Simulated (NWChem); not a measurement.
System: C₃H₈OSi; SMILES CC(=O)C[SiH3]

The following NWChem deck was run.

```
start job
memory heap 200 mb stack 900 mb global 1100 mb
geometry units angstroms noautosym nocenter noautoz
  C      0.395553    -2.400080     0.000000
  C     -0.152108    -0.985289     0.000000
  O     -1.354896    -0.759454     0.000000
  C      0.856052     0.155801     0.000000
  Si    -0.014355     1.852855     0.000000
  H      1.039496    -2.563886     0.889234
  H     -0.435721    -3.128150     0.000000
  H      1.039496    -2.563886    -0.889234
  H      1.529977     0.059115    -0.880464
  H      1.529977     0.059115     0.880464
  H     -0.852647     2.026569    -1.232863
  H      1.053849     2.916950     0.000000
  H     -0.852647     2.026569     1.232863
end
basis spherical
  * library 6-31+g*
end
dft
  xc xpbe96 cpbe96
  iterations 150
end
property
  response 1 0.0
end
task dft property
```

Output (shortened):

```
             Northwest Computational Chemistry Package (NWChem) 7.3.0
             --------------------------------------------------------

                             Geometry "geometry" -> ""
                             -------------------------

 Output coordinates in angstroms (scale by  1.889725989 to convert to a.u.)

  No.       Tag          Charge          X              Y              Z
 ---- ---------------- ---------- -------------- -------------- --------------
    1 C                    6.0000     0.39555300    -2.40008000     0.00000000
    2 C                    6.0000    -0.15210800    -0.98528900     0.00000000
    3 O                    8.0000    -1.35489600    -0.75945400     0.00000000
    4 C                    6.0000     0.85605200     0.15580100     0.00000000
    5 Si                  14.0000    -0.01435500     1.85285500     0.00000000
    6 H                    1.0000     1.03949600    -2.56388600     0.88923400
    7 H                    1.0000    -0.43572100    -3.12815000     0.00000000
    8 H                    1.0000     1.03949600    -2.56388600    -0.88923400
    9 H                    1.0000     1.52997700     0.05911500    -0.88046400
   10 H                    1.0000     1.52997700     0.05911500     0.88046400
   11 H                    1.0000    -0.85264700     2.02656900    -1.23286300
   12 H                    1.0000     1.05384900     2.91695000     0.00000000
   13 H                    1.0000    -0.85264700     2.02656900     1.23286300

 Effective nuclear repulsion energy (a.u.)     219.6968564217

  pbe96 is a nonlocal functional; adding pw91lda local functional.
                              NWChem Property Module
                              ----------------------

                                 NWChem DFT Module
                                 -----------------

 Summary of "ao basis" -> "ao basis" (spherical)
 ------------------------------------------------------------------------------
       Tag                 Description            Shells   Functions and Types
 ---------------- ------------------------------  ------  ---------------------
 C                          6-31+g*                  8       18   4s3p1d
 O                          6-31+g*                  8       18   4s3p1d
 Si                         6-31+g*                 10       22   5s4p1d
 H                          6-31+g*                  2        2   2s

            General Information
            -------------------
          SCF calculation type: DFT
          Wavefunction type:  closed shell.
          No. of atoms     :    13
          No. of electrons :    48
           Alpha electrons :    24
            Beta electrons :    24
          Charge           :     0
          Spin multiplicity:     1
          Use of symmetry is: off; symmetry adaption is: off
          Maximum number of iterations: 150
          AO basis - number of functions:   110
                     number of shells:    58
          Convergence on energy requested:  1.00D-06
          Convergence on density requested:  1.00D-05
          Convergence on gradient requested:  5.00D-04

              XC Information
              --------------
          PerdewBurkeErnzerhof Exchange Functional  1.000
            Perdew 1991 LDA Correlation Functional  1.000 local
           PerdewBurkeErnz. Correlation Functional  1.000 non-local

             Grid Information
             ----------------
          Grid used for XC integration:  medium
          Radial quadrature: Mura-Knowles
          Angular quadrature: Lebedev.
          Tag              B.-S. Rad. Rad. Pts. Rad. Cut. Ang. Pts.
          ---              ---------- --------- --------- ---------
          C                   0.70       49          15.0       434
          O                   0.60       49          12.0       434
          Si                  1.10       88          14.0       590
          H                   0.35       45          15.0       434
          Grid pruning is: on
          Number of quadrature shells:   644
          Spatial weights used:  Erf1

      Superposition of Atomic Density Guess
      -------------------------------------

 Sum of atomic energies:        -480.55085509

      Non-variational initial energy
      ------------------------------

 Total energy =    -483.092873
 1-e energy   =   -1095.218403
 2-e energy   =     392.428674
 HOMO         =      -0.331575
 LUMO         =      -0.018228

   convergence    iter        energy       DeltaE   RMS-Dens  Diis-err
 ---------------- ----- ----------------- --------- --------- ---------
 d= 0,ls=0.0,diis     1   -483.3001844629 -7.03D+02  8.58D-02  1.08D+00
 d= 0,ls=0.0,diis     2   -482.5322846588  7.68D-01  7.79D-02  8.11D+00
 d= 0,ls=0.0,diis     3   -483.4225169309 -8.90D-01  4.82D-03  6.56D-02
 d= 0,ls=0.0,diis     4   -483.4264702861 -3.95D-03  2.38D-03  2.41D-02
 d= 0,ls=0.0,diis     5   -483.4292885251 -2.82D-03  7.09D-04  1.10D-03
  Resetting Diis
 d= 0,ls=0.0,diis     6   -483.4294443456 -1.56D-04  1.32D-04  5.18D-05
 d= 0,ls=0.0,diis     7   -483.4294513297 -6.98D-06  1.14D-04  1.00D-05
 d= 0,ls=0.0,diis     8   -483.4294483501  2.98D-06  8.11D-05  3.42D-05
 d= 0,ls=0.0,diis     9   -483.4294525412 -4.19D-06  1.56D-05  1.95D-06
 d= 0,ls=0.0,diis    10   -483.4294527235 -1.82D-07  6.57D-06  6.62D-08

         Total DFT energy =     -483.429452723516
      One electron energy =    -1099.689969382436
           Coulomb energy =      444.830659879484
    Exchange-Corr. energy =      -48.266999642275
 Nuclear repulsion energy =      219.696856421711

 Numeric. integr. density =       48.000028173642

                       DFT Final Molecular Orbital Analysis
                       ------------------------------------

 Vector   22  Occ=2.000000D+00  E=-2.963287D-01
              MO Center=  1.6D-01,  2.1D+00,  6.2D-08, r^2= 2.8D+00
   Bfn.  Coefficient  Atom+Function         Bfn.  Coefficient  Atom+Function
  ----- ------------  ---------------      ----- ------------  ---------------
    79      0.394333   5 Si px              108      0.275972  12 H  s
   107      0.241792  12 H  s               106     -0.172671  11 H  s
   110     -0.172671  13 H  s                75     -0.162284   5 Si px
   105     -0.157548  11 H  s               109     -0.157549  13 H  s
    28      0.146219   2 C  s                57     -0.127058   4 C  px

 Vector   23  Occ=2.000000D+00  E=-2.884511D-01
              MO Center=  4.8D-01,  7.4D-01,  4.9D-09, r^2= 3.7D+00
   Bfn.  Coefficient  Atom+Function         Bfn.  Coefficient  Atom+Function
  ----- ------------  ---------------      ----- ------------  ---------------
    80     -0.365240   5 Si py               58      0.346267   4 C  py
    10      0.278441   1 C  s                62      0.201936   4 C  py
    28     -0.192509   2 C  s               108     -0.178102  12 H  s
    57     -0.177011   4 C  px              107     -0.154388  12 H  s
    22     -0.151548   2 C  py               76      0.152162   5 Si py

 Vector   24  Occ=2.000000D+00  E=-2.175141D-01
              MO Center= -8.2D-01, -8.3D-01, -4.3D-10, r^2= 2.0D+00
   Bfn.  Coefficient  Atom+Function         Bfn.  Coefficient  Atom+Function
  ----- ------------  ---------------      ----- ------------  ---------------
    64     -0.605407   4 C  s                40      0.569437   3 O  py
    44      0.364723   3 O  py               28      0.351056   2 C  s
    60     -0.253111   4 C  s                 6      0.231350   1 C  s
    30      0.199073   2 C  py                4      0.185483   1 C  py
    57      0.168027   4 C  px               65      0.160575   4 C  px

 Vector   25  Occ=0.000000D+00  E=-6.955766D-02
              MO Center= -2.4D-01, -9.5D-01,  2.0D-09, r^2= 2.5D+00
   Bfn.  Coefficient  Atom+Function         Bfn.  Coefficient  Atom+Function
  ----- ------------  ---------------      ----- ------------  ---------------
    23      0.524782   2 C  pz               27      0.496146   2 C  pz
    31      0.456724   2 C  pz               41     -0.420578   3 O  pz
    45     -0.340605   3 O  pz               13     -0.237853   1 C  pz
    49     -0.231553   3 O  pz              102      0.216582   9 H  s
   104     -0.216582  10 H  s                67     -0.202872   4 C  pz

 Vector   26  Occ=0.000000D+00  E=-2.577383D-02
              MO Center=  1.1D+00, -7.6D-02,  6.7D-09, r^2= 1.1D+01
   Bfn.  Coefficient  Atom+Function         Bfn.  Coefficient  Atom+Function
  ----- ------------  ---------------      ----- ------------  ---------------
    10      3.198114   1 C  s                86     -2.914002   5 Si s
    28     -1.936396   2 C  s                30      1.602523   2 C  py
    66      1.277151   4 C  py               88      1.016462   5 Si py
    12      0.981046   1 C  py               64      0.884186   4 C  s
    60      0.621809   4 C  s                87     -0.543203   5 Si px

 Vector   27  Occ=0.000000D+00  E= 2.088961D-03
              MO Center=  2.9D-01,  1.4D+00,  5.3D-08, r^2= 1.5D+01
   Bfn.  Coefficient  Atom+Function         Bfn.  Coefficient  Atom+Function
  ----- ------------  ---------------      ----- ------------  ---------------
    64      3.017847   4 C  s                86     -1.853584   5 Si s
    28     -1.384488   2 C  s                82      1.227845   5 Si s
    30     -0.975032   2 C  py               29     -0.608907   2 C  px
    66     -0.471531   4 C  py               10     -0.446110   1 C  s
    12     -0.393886   1 C  py               65     -0.384790   4 C  px

     Multipole analysis of the density
     ---------------------------------

     L   x y z        total         alpha         beta         nuclear
     -   - - -        -----         -----         ----         -------
     0   0 0 0     -0.000000    -24.000000    -24.000000     48.000000

     1   1 0 0      1.144013      0.941803      0.941803     -0.739593
     1   0 1 0     -0.511494      0.387397      0.387397     -1.286287
     1   0 0 1      0.000000      0.000000      0.000000      0.000000

     2   2 0 0    -32.278170    -69.277597    -69.277597    106.277024
     2   1 1 0     -1.979870     -0.444478     -0.444478     -1.090914
     2   1 0 1     -0.000000     -0.000000     -0.000000      0.000000
     2   0 2 0    -29.321016   -251.907336   -251.907336    474.493657
     2   0 1 1     -0.000000     -0.000000     -0.000000      0.000000
     2   0 0 2    -29.154077    -25.597004    -25.597004     22.039931

 *** CALLING NEW AORESP DRIVER FOR CLOSED AND OPEN SHELLS ***
 Entering AOResponse driver routine

--------------------------------------------------------------------------------

          -----------------------------------------------
          Solving response equations for perturbing field
          -----------------------------------------------

 number of frequencies:     1
 frequency in a.u.:  0.0000000E+00
 Perturbing field: electric
 Using El. Dipole Length Gauge

 Setting up CPKS with frequency omega =      0.00000000 a.u.

 STATIC response

                                NWChem CPHF Module
                                ------------------

  scftype          =     RHF
  nclosed          =       24
  nopen            =        0
  variables        =     2064
  # of vectors     =        3
  tolerance        = 0.10D-03
  level shift      = 0.00D+00
  max iterations   =       50
  max subspace     =       30

 SCF residual:    5.7458653099993429E-005

Iterative solution of linear equations
  No. of variables     2064
  No. of equations        3
  Maximum subspace       30
        Iterations       50
       Convergence  1.0D-04

   iter   nsub   residual    time
   ----  ------  --------  ---------
     1      3    1.22D+01      51.9
     2      6    7.99D+00      60.8
     3      9    6.89D-01      69.7
     4     12    1.54D-01      78.6
     5     15    2.05D-02      87.5
     6     18    3.85D-03      96.5
     7     21    9.06D-04     105.4
     8     24    1.10D-04     114.2
     9     27    5.01D-06     123.2

 Electric Dipole Response Matrix (nonzero elements):

              1        2        3
    1   68.0420  -2.0294   0.0000
    2   -2.0294  79.0049   0.0000
    3   -0.0000   0.0000  54.0063

 ------------------------------------------
 average:        67.01774 + I       0.00000

 DFT Linear Response polarizability / au
 Frequency  =       0.0000000 / au
              X              Y              Z
 -----------------------------------------------
 X      68.0420170     -2.0293509      0.0000000
 Y      -2.0293622     79.0048756      0.0000000
 Z      -0.0000000      0.0000000     54.0063316
 -----------------------------------------------
 Eigenvalues =      67.6784200     79.3684726     54.0063316
 Isotropic   =      67.0177414
 Anisotropic =      21.9866042
 -----------------------------------------------

 Magnetic Dipole Response Matrix (nonzero elements):

 Exiting AOResponse driver routine
```

Level: PBE/6-31+G* (spherical d). Geometry: optimised at PBE-D3(BJ)/def2-SVP.
